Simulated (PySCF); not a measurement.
Compound: C₂H₇F₂NSi₂.
SMILES with atom numbers: `[F:1][C@@H:2]1[CH2:3][SiH2:4][NH:5][Si@@H:6]1[F:7]` (hydrogens: H8 on C2; H9, H10 on C3; H11, H12 on Si4; H13 on N5; H14 on Si6)

The same species was optimised twice, with GFN2-xTB and with PBE0-D3(BJ)/def2-SVP (PySCF), and the same property calculations (PySCF, gas phase) were run on both structures.

```csv
coordinate,GFN2-xTB,PBE0-D3(BJ)/def2-SVP,change
Si6–F7 (Å),1.608,1.628,+0.020
C2–Si6 (Å),1.914,1.899,-0.015
C3–Si4 (Å),1.906,1.894,-0.012
F1–C2 (Å),1.393,1.384,-0.009
Si4–N5 (Å),1.744,1.754,+0.010
N5–Si6 (Å),1.717,1.722,+0.005
C2–C3 (Å),1.527,1.524,-0.003
F1–C2–Si6 (°),108.7,113.2,+4.5
Si4–N5–Si6 (°),118.2,114.2,-4.0
F1–C2–C3 (°),108.6,111.8,+3.2
C2–Si6–F7 (°),112.5,109.6,-2.9
C3–Si4–N5 (°),96.1,98.3,+2.2
C3–C2–Si6 (°),108.6,106.8,-1.8
C2–Si6–N5 (°),96.7,98.3,+1.6
N5–Si6–F7 (°),111.2,112.7,+1.5
```

Rotational constants: A = 2494, B = 1612, C = 1181 MHz (GFN2-xTB) against A = 2309, B = 1654, C = 1121 MHz (PBE0-D3(BJ)/def2-SVP). Some torsions differ by more than 30° (F1–C2–C3–Si4 -81° against -164°; C2–C3–Si4–N5 -30° against 29°; F1–C2–Si6–N5 91° against 158°), so the changes below aren't those of bond lengths and angles alone. Point groups within 0.08 Å: C1 and C1. Atoms that the bonding makes alike are paired by their places after alignment.

On the GFN2-xTB structure: lowest singlet, TDDFT (eV) 6.67 [CAM-B3LYP/def2-SVPD]; lowest triplet, Tamm–Dancoff (eV) 6.35 [CAM-B3LYP/def2-SVPD]; isotropic polarisability (au) 76.6 [CAM-B3LYP/def2-SVPD]; HOMO (eV) -9.16 [CAM-B3LYP/def2-SVPD]; LUMO (eV) 0.84 [CAM-B3LYP/def2-SVPD]; dipole (D) 3.14 [CAM-B3LYP/def2-SVPD]; HOMO (eV) -7.74 [PBE0/pcSseg-1]; LUMO (eV) 0.29 [PBE0/pcSseg-1]; dipole (D) 3.00 [PBE0/pcSseg-1]; GIAO shielding of F1 (ppm) 414.0 [PBE0/pcSseg-1]; GIAO shielding of C2 (ppm) 100.9 [PBE0/pcSseg-1]; GIAO shielding of C3 (ppm) 168.1 [PBE0/pcSseg-1]; GIAO shielding of Si4 (ppm) 374.9 [PBE0/pcSseg-1]; GIAO shielding of N5 (ppm) 232.8 [PBE0/pcSseg-1]; GIAO shielding of Si6 (ppm) 356.6 [PBE0/pcSseg-1]; GIAO shielding of F7 (ppm) 341.4 [PBE0/pcSseg-1].

Q: What do these properties become on the PBE0-D3(BJ)/def2-SVP structure?

A: 
```json
{"property": "lowest singlet, TDDFT (eV)", "level": "CAM-B3LYP/def2-SVPD", "on GFN2-xTB": "6.67", "on PBE0-D3(BJ)/def2-SVP": "6.85", "change": "+0.18"}
{"property": "lowest triplet, Tamm–Dancoff (eV)", "level": "CAM-B3LYP/def2-SVPD", "on GFN2-xTB": "6.35", "on PBE0-D3(BJ)/def2-SVP": "6.48", "change": "+0.13"}
{"property": "isotropic polarisability (au)", "level": "CAM-B3LYP/def2-SVPD", "on GFN2-xTB": "76.6", "on PBE0-D3(BJ)/def2-SVP": "77.9", "change": "+1.3"}
{"property": "HOMO (eV)", "level": "CAM-B3LYP/def2-SVPD", "on GFN2-xTB": "-9.16", "on PBE0-D3(BJ)/def2-SVP": "-9.54", "change": "-0.38"}
{"property": "LUMO (eV)", "level": "CAM-B3LYP/def2-SVPD", "on GFN2-xTB": "0.84", "on PBE0-D3(BJ)/def2-SVP": "0.76", "change": "-0.08"}
{"property": "dipole (D)", "level": "CAM-B3LYP/def2-SVPD", "on GFN2-xTB": "3.14", "on PBE0-D3(BJ)/def2-SVP": "3.28", "change": "+0.14"}
{"property": "energy, GFN2-xTB geometry as zero (kcal/mol)", "level": "CAM-B3LYP/def2-SVPD", "on GFN2-xTB": "0.0", "on PBE0-D3(BJ)/def2-SVP": "-3.3", "change": "-3.3"}
{"property": "HOMO (eV)", "level": "PBE0/pcSseg-1", "on GFN2-xTB": "-7.74", "on PBE0-D3(BJ)/def2-SVP": "-8.13", "change": "-0.39"}
{"property": "LUMO (eV)", "level": "PBE0/pcSseg-1", "on GFN2-xTB": "0.29", "on PBE0-D3(BJ)/def2-SVP": "0.24", "change": "-0.05"}
{"property": "dipole (D)", "level": "PBE0/pcSseg-1", "on GFN2-xTB": "3.00", "on PBE0-D3(BJ)/def2-SVP": "3.15", "change": "+0.15"}
{"property": "energy, GFN2-xTB geometry as zero (kcal/mol)", "level": "PBE0/pcSseg-1", "on GFN2-xTB": "0.0", "on PBE0-D3(BJ)/def2-SVP": "-2.6", "change": "-2.6"}
{"property": "GIAO shielding of F1 (ppm)", "level": "PBE0/pcSseg-1", "on GFN2-xTB": "414.0", "on PBE0-D3(BJ)/def2-SVP": "418.3", "change": "+4.3"}
{"property": "GIAO shielding of C2 (ppm)", "level": "PBE0/pcSseg-1", "on GFN2-xTB": "100.9", "on PBE0-D3(BJ)/def2-SVP": "99.4", "change": "-1.5"}
{"property": "GIAO shielding of C3 (ppm)", "level": "PBE0/pcSseg-1", "on GFN2-xTB": "168.1", "on PBE0-D3(BJ)/def2-SVP": "169.9", "change": "+1.8"}
{"property": "GIAO shielding of Si4 (ppm)", "level": "PBE0/pcSseg-1", "on GFN2-xTB": "374.9", "on PBE0-D3(BJ)/def2-SVP": "378.4", "change": "+3.5"}
{"property": "GIAO shielding of N5 (ppm)", "level": "PBE0/pcSseg-1", "on GFN2-xTB": "232.8", "on PBE0-D3(BJ)/def2-SVP": "226.8", "change": "-6.0"}
{"property": "GIAO shielding of Si6 (ppm)", "level": "PBE0/pcSseg-1", "on GFN2-xTB": "356.6", "on PBE0-D3(BJ)/def2-SVP": "365.7", "change": "+9.1"}
{"property": "GIAO shielding of F7 (ppm)", "level": "PBE0/pcSseg-1", "on GFN2-xTB": "341.4", "on PBE0-D3(BJ)/def2-SVP": "333.1", "change": "-8.3"}
```

The heavy atoms differ by 0.620 Å rms after alignment. Among bonds between heavy atoms Si6–F7 changes most (+0.020 Å). Changes are differences of the printed values. Neither structure is proved a minimum here.
